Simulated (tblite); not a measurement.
Species: C₇H₉ClNP.
Z-matrix (Å and degrees, GFN2-xTB geometry), rows numbered from 1:
```
C 
C   1  1.5292
C   2  1.5292  1  111.19
C   2  1.5113  1  110.88  3  -123.80
C   4  1.3835  2  121.00  1    61.93
N   5  1.3211  4  127.24  2   179.92
C   6  1.3123  5  120.84  4     0.01
Cl  7  1.7341  6  114.41  5  -179.96
C   7  1.3804  6  127.48  5     0.03
P   9  1.7322  7  122.53  6    -0.04
H   1  1.0882  2  110.32  3  -179.87
H   1  1.0871  2  110.95  3    59.92
H   1  1.0876  2  110.04  3   -60.11
H   2  1.0981  1  108.05  3   118.42
H   3  1.0871  2  110.95  1   -59.88
H   3  1.0876  2  110.02  1    60.18
H   3  1.0882  2  110.33  1   179.91
H   5  1.0846  4  119.64  2    -0.07
H   9  1.0808  7  119.14  6   179.95
```

Method: GFN2-xTB as coded in tblite; computed harmonic values from a numerical Hessian at the method's own geometry, unscaled. The method is semi-empirical: single wavenumbers can be off by several per cent or more. One conformer, not necessarily the lowest.

Harmonic wavenumbers (cm⁻¹): 40.3, 60.5, 156.6, 165.7, 206.2, 226.0, 232.0, 250.6, 288.2, 365.3, 367.9, 425.5, 468.5, 494.3, 613.2, 644.9, 710.1, 797.9, 865.1, 890.1, 912.1, 927.0, 948.5, 985.2, 1059.7, 1075.5, 1107.0, 1136.5, 1188.6, 1245.9, 1294.7, 1309.2, 1334.1, 1348.9, 1404.4, 1419.3, 1442.6, 1491.3, 1492.7, 1500.8, 1502.7, 1539.6, 2900.4, 3022.4, 3028.4, 3031.4, 3034.0, 3037.2, 3042.6, 3046.4, 3065.5.

A = 2254, B = 530.8, C = 473.3 MHz; mass 173.016 u (most abundant isotopes); point group Cs, symmetry number 1.

**Question.** Zero-point energy?

**Answer.** Half the sum of the wavenumbers: 31572 cm⁻¹ = 90.27 kcal/mol.

**Question.** Give the ideal-gas entropy at 298.15 K and 1 bar in the rigid-rotor, harmonic-oscillator model (classical rotation).

**Answer.** Translation 41.38, rotation 30.72, vibration 30.93: S = 103.0 cal/(mol K).

**Question.** And Cp and H(298.15 K) − H(0)?

**Answer.** Cp = 40.64 cal/(mol K), of which vibrations give 32.69 (their classical limit is 51 R = 101.3); H(298.15 K) − H(0) = 7.31 kcal/mol without the zero-point energy, 4.94 from vibrations.

**Question.** Blend soft modes into free rotors: weight 1/[1 + (100 cm⁻¹/ν̃)⁴] for the oscillator and the rest for a rotor with moment μB/(μ + B), μ = h/(8π²ν), B = 10⁻⁴⁴ kg m². What vibrational entropy results?

**Answer.** 28.51 cal/(mol K) in place of 30.93, which changes −T·S at 298.15 K by +0.72 kcal/mol.

**Question.** Which modes carry the vibrational entropy at 298.15 K?

**Answer.** 40.3 cm⁻¹: 5.24; 60.5 cm⁻¹: 4.44; 156.6 cm⁻¹: 2.59; 165.7 cm⁻¹: 2.48; 206.2 cm⁻¹: 2.08; 226.0 cm⁻¹: 1.91 cal/(mol K); the other 45 give 12.18 together.

Hindered rotation and anharmonicity are outside this model. Other conformers, if any are populated, would add a mixing term that is left out.
